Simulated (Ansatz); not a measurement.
Ansatz results at the PBE0-D4/def2-TZVP geometry: HOMO–LUMO gap (PBE/def2-TZVPP) 4.51 eV; LUMO energy (PBE/def2-TZVPP) -0.96 eV; size of the dipole moment (B3LYP/def2-TZVPP) 2.34 D.

Each molecule was computed in one conformer, which needn't be the lowest.

(1) Which molecule gave them?
A. `O[SiH](S)[SiH2][SiH3]`
B. `C[Si@@H]1S[Si@@H]1N`
C. `CN1C[SiH2]1`
D. `B/C=C(\C)S`

## Answers

(1) B. The others give `B/C=C(\C)S`: 3.25, -2.77, 2.69; `CN1C[SiH2]1`: 4.19, -0.94, 0.72; `O[SiH](S)[SiH2][SiH3]`: 5.12, -1.30, 1.58.

B3LYP here is the variant with VWN-RPA as its local correlation; programs differ in this.
